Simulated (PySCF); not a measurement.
## Calculated data, AlBGeH5O

All values are calculated (PySCF 2.14.0). Calculation on a computer-drawn molecule: optimised geometry and harmonic frequencies of an isolated molecule of the commonest isotopes, restricted reference for singlets and unrestricted otherwise, frozen core in MP2; on germanium a core potential holds 10 electrons, which the energies leave out, and 3d is frozen in MP2 and coupled-cluster steps.

```json
{"formula": "AlBGeH5O", "start_structure": {"atoms_angstrom": [["Al", -1.902, -0.7167, 0.8796], ["B", -0.3423, -0.82, -0.4846], ["O", 0.2944, 0.312, -0.7908], ["Ge", 0.9886, 1.7853, -0.1903], ["H", -2.0286, -0.2023, 2.386], ["H", -0.495, -1.5491, -1.4233], ["H", 0.1482, 2.3031, 0.8191], ["H", 2.3302, 1.5169, 0.2694], ["H", 1.0476, 2.6719, -1.4464]]}, "given": {"charge": 0, "multiplicity": 2, "method": "HF", "basis": "cc-pV(D+d)Z", "basis_and_core_potential_on_germanium": "cc-pVDZ-PP ECP10MDF", "drawn_bonds_atom": [1, 2, 3, 1, 2, 4, 4, 4], "drawn_bonds_other_atom": [2, 3, 4, 5, 6, 7, 8, 9], "drawn_bonds_order": [1, 1, 1, 1, 1, 1, 1, 1]}, "results": {"optimised_atom_element": ["Al", "B", "O", "Ge", "H", "H", "H", "H", "H"], "optimised_atom_x [angstrom]": [-2.085, -0.4623, 0.5622, 1.059, -2.053, -0.5205, 0.07251, 2.474, 0.9947], "optimised_atom_y [angstrom]": [-0.2125, -0.6326, 0.1749, 1.788, -0.706, -1.691, 2.193, 1.644, 2.743], "optimised_atom_z [angstrom]": [0.8703, -0.5391, -0.8836, -0.2869, 2.392, -1.133, 0.8146, 0.2573, -1.472], "modes_frequency [cm^-1]": [70.25, 77.4, 176.7, 216.4, 328.4, 432.5, 474.0, 634.6, 695.6, 696.4, 803.3, 942.2, 945.5, 954.9, 1162, 1342, 1900, 2219, 2270, 2282, 2577], "modes_reduced_mass [dalton]": [1.343, 2.803, 1.538, 1.812, 6.26, 1.072, 5.381, 4.767, 1.181, 1.127, 1.517, 1.059, 1.024, 1.022, 1.273, 9.18, 1.045, 1.021, 1.025, 1.014, 1.087], "rotational_constants [GHz]": [8.296, 1.45, 1.265], "total_energy [hartree]": -637.7485, "spin_squared": 0.7733, "convergence_status_largest_gradient_component [hartree/bohr]": 4.146e-05}}
```
